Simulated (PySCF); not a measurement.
C5H4F2. Atoms are numbered in the order given.

```xyz
11

C      1.8454     1.5410     0.0000
C      0.6255     1.0787     0.0000
C     -0.6072     0.6094     0.0000
F     -1.6423     1.4713     0.0000
C     -1.0404    -0.7800     0.0000
C     -0.2701    -1.8711     0.0000
F      1.0531    -1.8188     0.0000
H      2.3835     1.7417    -0.9350
H      2.3835     1.7417     0.9350
H     -2.1216    -0.9324     0.0000
H     -0.6612    -2.8918     0.0000
```
Charge 0, spin multiplicity 1.

Coordinates come from a PBE0-D3(BJ)/def2-SVP optimisation. The structure was generated by enumeration; whether it is a known compound was not checked. The values are those of a single conformer.

Level of theory: B3LYP/def2-TZVP in PySCF.

Gas-phase values at a fixed geometry.

The total energy is -392.68874 hartree and the point group is Cs. The highest occupied level is -6.46 eV and the lowest empty level is -1.20 eV. The orbital gap comes out as 5.25 eV, the dipole moment is 1.25 D and the quadrupole, principal values (traceless, Buckingham form, about the centre of nuclear charge) is -8.99, -2.32, 11.32 D·Å. The mean static polarisability is 64.9 bohr³ (9.62 Å³) and the polarisability, principal values comes out as 38.4, 61.4, 95.0 bohr³.
